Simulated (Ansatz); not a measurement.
`[NH2][SbH][CH2]S`. Charge 0, multiplicity 1. Sb takes the def2 core potential. The structure was optimised at the PBE0-D4/def2-TZVP level. It is one conformer, not always the lowest.

```xyz
10

N    -0.962   -1.169   -1.451
Sb   -0.031    0.586   -0.999
C     0.084    0.210    1.130
S     1.115    1.442    1.950
H    -0.344   -1.964   -1.543
H    -1.521   -1.103   -2.291
H     1.584    0.052   -1.227
H     0.570   -0.752    1.294
H    -0.916    0.168    1.561
H     0.421    2.529    1.575
```

Question: What is the dipole moment at r2SCAN/def2-TZVPP? (Best estimate.)

Answer: Ansatz gave: 1.78 D, with components (-0.80, -0.63, -1.45) D in this frame, pointing from negative to positive charge.

Question: And with PBE, B3LYP, ωB97M-V? (An estimate is asked.)

Answer: Computed: PBE 1.71 D, B3LYP 1.72 D, ωB97M-V 1.72 D.

Question: Give the Mulliken charges with r2SCAN, ωB97M-V, B3LYP in def2-TZVPP. (Estimate.)

Answer: Computed: 
```tsv
atom	r2SCAN	ωB97M-V	B3LYP
N1	-0.58	-0.51	-0.56
Sb2	0.55	0.51	0.59
C3	-0.27	-0.42	-0.36
S4	-0.18	-0.16	-0.18
H5	0.16	0.12	0.14
H6	0.16	0.12	0.14
H7	-0.12	-0.09	-0.13
H8	0.10	0.15	0.13
H9	0.11	0.16	0.14
H10	0.09	0.10	0.09
```

B3LYP here is the variant with VWN-RPA as its local correlation; programs differ in this.
